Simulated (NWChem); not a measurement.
System: C₂H₄FNSi; SMILES F[Si@H]1C=NC1

```xyz
9

F     -0.0101    -1.9362    -0.5087
Si     0.0194    -0.5699     0.3734
C      1.0994     0.8850    -0.0884
N      0.1147     1.7107    -0.1678
C     -1.1123     0.8833    -0.0606
H      0.0796    -1.0089     1.7983
H      2.1390     1.2278    -0.1786
H     -1.8272     1.2885     0.6730
H     -1.6224     0.8375    -1.0358
```
Atoms are numbered in this order, from 1.

Program: NWChem. Coordinates come from a PBE0/def2-SVP optimisation. Level: PBE0/def2-SVP with SMD (1 M gas to 1 M solution), gas-phase geometry. Reactions with the solvent are ignored.

For solvent toluene:

* **cavity-dispersion-structure term (kcal/mol)**: 0.5
* **dipole in solution (D)**: 0.94

### Question
What are these values for solvent water?

### Answer
The cavity-dispersion-structure term (kcal/mol) comes out as 3.0. The dipole in solution (D) comes out as 1.06.
